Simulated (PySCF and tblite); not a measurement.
The numbers below are computed, except where a source is named.
# Barrier and rate of a rotation

System: C₇H₁₂O, numbered as in [CH2:1]=[CH:2]/[CH:3]=[C:4](\[CH3:5])[O:6][CH2:7][CH3:8].

Motion: rotation about the C2–C3 bond (torsion C1–C2–C3–C4 from 180° to 330°, rising). Geometries: GFN2-xTB; energies: PBE0/pcSseg-1 + D3(BJ); zero-point and thermal terms from GFN2-xTB harmonic modes (soft modes blended into free rotors). Rates follow Eyring's equation with the number of equivalent paths and no tunnelling. Programs: tblite and PySCF.

```
 point  symmetry  E(GFN2) kcal/mol  E(DFT) kcal/mol  ZPE change kcal/mol  lowest mode cm⁻¹  dipole D
 start        Cs               0.0              0.0                 0.00                66      1.09
saddle        C1               6.0              5.8                -0.67              128i      0.73
   end        C1               2.8              2.5                 0.15                53      1.19
```

| Property | Result |
| --- | --- |
| Electronic barrier | 5.8 kcal/mol |
| Barrier with zero-point energy | 5.1 kcal/mol |
| ΔH‡ (298 K) | 4.8 kcal/mol |
| ΔS‡ (298 K, symmetry apart) | -1.8 cal/(mol K) |
| Paths | 2 equivalent paths |
| End point | a different minimum |
| Mean lifetime of the start against this motion at 298 K | 710 ps |
| Cost | 5.7 min on 1 thread of Intel Xeon @ 2.50GHz, on a host shared with other jobs (rough), peak memory 1 GiB, launched as `OMP_NUM_THREADS=1 python ens_run.py task.json out` |

```
T/K  ΔG‡ kcal/mol     k s⁻¹  ΔG kcal/mol  k back s⁻¹
150           5.2     2×10⁵          2.8     1.1×10⁹
200           5.2   1.7×10⁷          2.8      1×10¹⁰
250           5.3   2.5×10⁸          2.9      4×10¹⁰
298           5.4   1.4×10⁹          2.9    9.8×10¹⁰
350           5.5   5.3×10⁹          3.0      2×10¹¹
400           5.6  1.4×10¹⁰          3.0    3.2×10¹¹
500           5.9  5.3×10¹⁰          3.1    6.4×10¹¹
```

ΔG and ΔG‡ leave out symmetry numbers and mirror images; rates count paths: 2 out, 1 back.
